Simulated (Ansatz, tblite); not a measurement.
Cost and result up the ladder for the cluster Ca3 (the lowest singlet isomer of a short search) (3 atoms). The state is a singlet with charge 0. Geometry: PBE0/def2-TZVP.

```tsv
atom	x (Å)	y (Å)	z (Å)
Ca1	0.700	-0.729	-2.028
Ca2	1.397	1.209	1.316
Ca3	-2.097	-0.480	0.712
```

Ansatz on 4 threads of Arm Neoverse V2 on a shared host; xTB runs through tblite on one thread. Times are rough, summed over both states, and most runs start from the orbitals of an earlier one. ωB97M-V/def2-TZVP serves as the yardstick here, not as an exact answer. Differences are given only for rows in sets of like size (and for xTB, whose basis is part of the method), since another set adds its own error. The other state is a quintet at its own geometry.

The 6-31G sets use Cartesian d functions. The xTB rows come from tblite. LC-ωPBE has ω = 0.4 bohr⁻¹. B3LYP takes the VWN-RPA correlation. Correlated methods freeze 15 core orbitals; core or outer-core shells of Ca are correlated, in sets that lack core-valence functions. In CCSD on the charge 0 quintet the largest single amplitude is 0.37, so its Hartree–Fock determinant may place the open shell otherwise than the density functionals do. At PBE0/def2-TZVP a singlet of charge 0 lies 1.13 eV below the quintet, each at its own geometry. The structure comes from a short search, and lower isomers may exist.

Run but left out: GFN2-xTB (tight binding far off the other levels); HF/6-31G (singlet: restricted singlet, unstable in another Hartree–Fock run and untested here); HF/def2-TZVP, HF/def2-TZVPP, r2SCAN/def2-TZVP (singlet: restricted singlet, unstable towards broken spin symmetry); MP2/def2-TZVP, MP2/def2-TZVPP (quintet: ⟨S²⟩ 6.26, where a pure state has 6.00).

Correlated methods converge slowly with the basis.

xTB has no spin-polarisation term.

```tsv
level	functions	wall time	quintet − singlet (eV)	difference from ωB97M-V/def2-TZVP (eV)	remarks
GFN1-xTB	27	0.005 s	6.94	5.05	–
LDA (SPW92)/def2-TZVP	108	1.5 s	0.99	-0.90	–
PBE/def2-TZVP	108	2.6 s	0.99	-0.90	–
B3LYP/6-31G	87	4.3 s	1.75	–	–
RPA@PBE/def2-TZVP	108	4.4 s	2.53	0.64	–
CAM-B3LYP/def2-TZVP	108	5.8 s	1.54	-0.35	–
LC-ωPBE/def2-TZVP	108	7.8 s	0.84	-1.05	–
r2SCANh/def2-TZVP	108	9.6 s	0.79	-1.10	–
CCSD(T)/def2-TZVPP	108	15 s	1.93	0.04	large T1 (0.070) (quintet), restricted SCF unstable (singlet), spin-contaminated (⟨S²⟩ 6.26) (quintet)
ωB97M-V/def2-TZVP	108	19 s	1.89	0.00	–
```
